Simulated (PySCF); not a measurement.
disilazane (H$_{7}$NSi$_{2}$), singlet, at a GFN2-xTB geometry, with bond 5-1 at 1.8 times its length; PBE/3-21G (PySCF).

PySCF was given this input:
```python
from pyscf import gto, scf, dft

mol = gto.M(
    atom='''
Si    1.493033   -0.294674    0.377757
N     0.071777   -0.112458   -0.595000
Si   -1.522670    0.358034   -0.109403
H     2.600860   -0.448419   -0.566127
H     1.715181    1.881578    1.836269
H     1.410228   -1.470968    1.253170
H     0.117434   -0.570145   -1.490852
H    -2.189297   -0.691900    0.671698
H    -2.257680    0.603145   -1.350981
H    -1.385520    1.564090    0.703100
''',
    basis='3-21g',
    charge=0,
    spin=0,
    verbose=4,
)

mf = dft.RKS(mol)
mf.xc = 'pbe'
mf.kernel()
mo_i, mo_e, stable_i, stable_e = mf.stability(internal=True, external=True, return_status=True, nroots=6, tol=1e-6)
print('internally stable:', stable_i, ' externally stable:', stable_e)
if not stable_e:
    umf = mf.to_uhf() if not hasattr(mf, 'xc') else mf.to_uks()
    umf.scf_summary = {}
    umf.kernel(umf.make_rdm1(mo_e, umf.mo_occ))
mf.analyze()
```

### Question
Write the output that PySCF gives for this input, abridged.

### Answer

```
PySCF version 2.14.0

[INPUT] verbose = 4
[INPUT] num. atoms = 10
[INPUT] num. electrons = 42
[INPUT] charge = 0
[INPUT] spin (= nelec alpha-beta = 2S) = 0
[INPUT] symmetry False subgroup None
[INPUT] Mole.unit = angstrom
[INPUT] Symbol           X                Y                Z      unit          X                Y                Z       unit  Magmom
[INPUT]  1 Si     1.493033000000  -0.294674000000   0.377757000000 AA    2.821423464938  -0.556853156030   0.713857271637 Bohr   0.0
[INPUT]  2 N      0.071777000000  -0.112458000000  -0.595000000000 AA    0.135638872043  -0.212514820516  -1.124387044116 Bohr   0.0
[INPUT]  3 Si    -1.522670000000   0.358034000000  -0.109403000000 AA   -2.877429278091   0.676586203283  -0.206741707206 Bohr   0.0
[INPUT]  4 H      2.600860000000  -0.448419000000  -0.566127000000 AA    4.914913088336  -0.847389099051  -1.069824981722 Bohr   0.0
[INPUT]  5 H      1.715181000000   1.881578000000   1.836269000000 AA    3.241222344058   3.555667102007   3.470045501029 Bohr   0.0
[INPUT]  6 H      1.410228000000  -1.470968000000   1.253170000000 AA    2.664944693193  -2.779726657999   2.368148087521 Bohr   0.0
[INPUT]  7 H      0.117434000000  -0.570145000000  -1.490852000000 AA    0.221918097712  -1.077417901290  -2.817301972260 Bohr   0.0
[INPUT]  8 H     -2.189297000000  -0.691900000000   0.671698000000 AA   -4.137171735332  -1.307501505587   1.269325258418 Bohr   0.0
[INPUT]  9 H     -2.257680000000   0.603145000000  -1.350981000000 AA   -4.266396876908   1.139778863401  -2.552984089491 Bohr   0.0
[INPUT] 10 H     -1.385520000000   1.564090000000   0.703100000000 AA   -2.618253340107   2.955701734171   1.328666438182 Bohr   0.0

nuclear repulsion = 154.122804358567
number of shells = 33
number of NR pGTOs = 90
number of NR cGTOs = 49
basis = 3-21g
ecp = {}

******** <class 'pyscf.dft.rks.RKS'> ********
method = RKS
initial guess = minao
damping factor = 0
level_shift factor = 0
DIIS = <class 'pyscf.scf.diis.CDIIS'>
diis_start_cycle = 1
diis_space = 8
diis_damp = 0
SCF conv_tol = 1e-09
SCF conv_tol_grad = None
SCF max_cycles = 50
direct_scf = True
direct_scf_tol = 1e-13
XC library pyscf.dft.libxc version 7.1.2
    S. Lehtola, C. Steigemann, M. J. T. Oliveira, and M. A. L. Marques,  SoftwareX 7, 1–5 (2018)
XC functionals = pbe
    J. P. Perdew, K. Burke, and M. Ernzerhof,  Phys. Rev. Lett. 77, 3865 (1996)
    J. P. Perdew, K. Burke, and M. Ernzerhof,  Phys. Rev. Lett. 78, 1396 (1997)
    J. P. Perdew, K. Burke, and M. Ernzerhof,  Phys. Rev. Lett. 77, 3865 (1996)
    J. P. Perdew, K. Burke, and M. Ernzerhof,  Phys. Rev. Lett. 78, 1396 (1997)
radial grids:
    Treutler-Ahlrichs [JCP 102, 346 (1995); DOI:10.1063/1.469408] (M4) radial grids

becke partition: Becke, JCP 88, 2547 (1988); DOI:10.1063/1.454033
pruning grids: <function nwchem_prune>
grids dens level: 3
symmetrized grids: False
atomic radii adjust function: <function treutler_atomic_radii_adjust>
small_rho_cutoff = 0
Set gradient conv threshold to 3.16228e-05
Initial guess from minao.
tot grids = 120920
init E= -633.630559589238
cycle= 1 E= -634.008600344844  delta_E= -0.378  |g|= 0.486  |ddm|= 2.66
cycle= 2 E= -633.585493232778  delta_E= 0.423  |g|= 1.31  |ddm|= 1.75
cycle= 3 E= -634.016307692559  delta_E= -0.431  |g|= 0.251  |ddm|= 1.65
cycle= 4 E= -634.035347031251  delta_E= -0.019  |g|= 0.199  |ddm|= 0.85
cycle= 5 E= -634.06377052071  delta_E= -0.0284  |g|= 0.0254  |ddm|= 0.392
cycle= 6 E= -634.064006072227  delta_E= -0.000236  |g|= 0.00687  |ddm|= 0.0448
cycle= 7 E= -634.064028775222  delta_E= -2.27e-05  |g|= 0.000754  |ddm|= 0.0123
cycle= 8 E= -634.06402900728  delta_E= -2.32e-07  |g|= 0.000147  |ddm|= 0.00148
cycle= 9 E= -634.064029015976  delta_E= -8.7e-09  |g|= 5.77e-05  |ddm|= 0.000394
cycle= 10 E= -634.064029018235  delta_E= -2.26e-09  |g|= 8.28e-06  |ddm|= 0.000132
cycle= 11 E= -634.064029018266  delta_E= -3.15e-11  |g|= 3.38e-06  |ddm|= 2.45e-05
Extra cycle  E= -634.064029018162  delta_E= 1.04e-10  |g|= 1.27e-05  |ddm|= 3.15e-05
converged SCF energy = -634.064029018162
rhf_internal: lowest eigs of H = [0.81895823 0.85919192 0.89634595 0.96422361 0.9670171  0.98973473]
<class 'pyscf.dft.rks.RKS'> wavefunction is stable in the internal stability analysis

WARN: QR decomposition removed 1 vectors.

rhf_real2complex: lowest eigs of H = [0.1018996  0.13535191 0.19511276 0.21242077 0.21713362 0.22856528]
<class 'pyscf.dft.rks.RKS'> wavefunction is stable in the real -> complex stability analysis
rhf_external: lowest eigs of H = [0.01487185 0.11276143 0.18155598 0.20069404 0.20707362 0.21183238]
<class 'pyscf.dft.rks.RKS'> wavefunction is stable in the RHF/RKS -> UHF/UKS stability analysis
internally stable: True  externally stable: True
**** SCF Summaries ****
Total Energy =                        -634.064029018162159
Nuclear Repulsion Energy =             154.122804358567095
One-electron Energy =                -1183.058751374382837
Two-electron Energy =                  394.871917997653497
Two-electron Coulomb Energy =          445.608965166104269
DFT Exchange-Correlation Energy =      -50.737047168450793
**** MO energy ****
MO #1   energy= -64.9878434348081  occ= 2
MO #2   energy= -64.9530490639708  occ= 2
MO #3   energy= -13.9206572580255  occ= 2
MO #4   energy= -5.05877449158973  occ= 2
MO #5   energy= -5.03279154704655  occ= 2
MO #6   energy= -3.47182809636128  occ= 2
MO #7   energy= -3.47128498181384  occ= 2
MO #8   energy= -3.46950589269623  occ= 2
MO #9   energy= -3.44594619990247  occ= 2
MO #10  energy= -3.4439716619568   occ= 2
MO #11  energy= -3.44324524348198  occ= 2
MO #12  energy= -0.780123153594715 occ= 2
MO #13  energy= -0.516523525386037 occ= 2
MO #14  energy= -0.488673213249146 occ= 2
MO #15  energy= -0.412736359849922 occ= 2
MO #16  energy= -0.354027048943757 occ= 2
MO #17  energy= -0.339676629694709 occ= 2
MO #18  energy= -0.316667739082676 occ= 2
MO #19  energy= -0.311955605934895 occ= 2
MO #20  energy= -0.234886900400723 occ= 2
MO #21  energy= -0.201436920342572 occ= 2
MO #22  energy= -0.0995376584081638 occ= 0
MO #23  energy= -0.00632106650388309 occ= 0
MO #24  energy= 0.0436218040349834 occ= 0
MO #25  energy= 0.0518730551090414 occ= 0
MO #26  energy= 0.0742212178952446 occ= 0
MO #27  energy= 0.100511893945856  occ= 0
MO #28  energy= 0.103068435173257  occ= 0
MO #29  energy= 0.127660042858402  occ= 0
 ** Mulliken pop on meta-lowdin orthogonal AOs  **
 ** Mulliken pop  **
 ** Mulliken atomic charges  **
charge of    0Si =      0.39414
charge of    1N =     -0.65868
charge of    2Si =      0.48392
charge of    3H =     -0.05991
charge of    4H =     -0.09335
charge of    5H =     -0.06913
charge of    6H =      0.22563
charge of    7H =     -0.09174
charge of    8H =     -0.06861
charge of    9H =     -0.06227
Dipole moment(X, Y, Z, Debye): -0.67590, -1.63471, -1.61709
```
